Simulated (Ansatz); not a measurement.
`OB[SiH2][AlH2]` + BH₃ → `B[SiH2]BO` + `[AlH3]`  (formal exchange of groups at the Si–Al bond)

Gas-phase electronic energies from Ansatz, PBE0-D4/def2-TZVP geometries. CBS: MP2 limit from def2 TZ/QZ plus the TZ coupled-cluster correction, frozen cores. This one scheme is used for every species. Functionals use def2-TZVPP. B3LYP here is the variant with VWN-RPA as its local correlation; programs differ in this. Each species was taken in one conformer, which may not be the lowest.

```json
{"level": "BLYP-D4", "ΔE (kcal/mol)": "5.1"}
{"level": "B97M-V", "ΔE (kcal/mol)": "2.7"}
{"level": "B3LYP-D4", "ΔE (kcal/mol)": "5.8"}
{"level": "r2SCANh-D4", "ΔE (kcal/mol)": "5.8"}
{"level": "ωB97X-V", "ΔE (kcal/mol)": "5.7"}
{"level": "MP2/def2-SVP", "ΔE (kcal/mol)": "5.9"}
{"level": "HF/def2-TZVPP", "ΔE (kcal/mol)": "6.5"}
{"level": "HF/def2-QZVPP", "ΔE (kcal/mol)": "6.4"}
```

Problem. What does CCSD(T)/CBS give? (Estimate.)

Solution. Ansatz gave: +6.2 kcal/mol. The listed levels differ from it by -1.1, -3.5, -0.4, -0.4, -0.5, -0.3, 0.3, 0.2 kcal/mol.

Problem. What do rigid-rotor, harmonic-oscillator terms from PBE0-D4/def2-TZVP frequencies (298.15 K, 1 bar) make of the CCSD(T)/CBS value? (An estimate is asked.)

Solution. Computed: ΔZPE = -0.5 kcal/mol, ΔH = +5.2 kcal/mol, ΔS = -11 J/(mol·K), ΔG = +6.0 kcal/mol. Modes under 50 cm⁻¹ make the entropy rough.

Largest T1 diagnostic among the species: 0.016.

From BLYP to BHLYP (50 % exact exchange), in def2-TZVPP and without D4, ΔE moves by +0.9 kcal/mol. Leaving LDA and LC-ωPBE aside and taking each functional with its dispersion term where it has one, the values, not all of them listed here, spread over 4.0 kcal/mol, from B97M-V to PBE-QIDH. LDA lies −1.2 kcal/mol from PBE without D4.
